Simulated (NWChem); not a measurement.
Molecule: C3H5NO; SMILES C1=NCCO1

```xyz
10

C      1.1374     0.1603     0.0000
N      0.4120     1.1955     0.0000
C     -0.9653     0.7170     0.0000
C     -0.8501    -0.8231     0.0000
O      0.5638    -1.0565     0.0000
H      2.2317     0.1494     0.0000
H     -1.4972     1.1044     0.8842
H     -1.4972     1.1044    -0.8842
H     -1.2823    -1.3000    -0.8929
H     -1.2823    -1.3000     0.8929
```
Atoms are numbered in this order, from 1.

Program: NWChem. Structure relaxed at the PBE0/def2-SVP level.

Task: Taking PBE0/pcseg-2 as the yardstick, which of these has the fewest basis functions while keeping “highest occupied level (eV)” within 0.1 eV of it: PBE0/STO-3G; PBE0/aug-pcseg-1; PBE0/pcseg-1; PBE0/def2-SVP?

Result: PBE0/pcseg-1.
```tsv
level	basis functions	highest occupied level (eV)
PBE0/STO-3G	30	-4.57
PBE0/pcseg-1	95	-7.27
PBE0/def2-SVP	95	-7.14
PBE0/aug-pcseg-1	160	-7.27
PBE0/pcseg-2	220	-7.26
```

The yardstick is one finite set, not the basis-set limit.
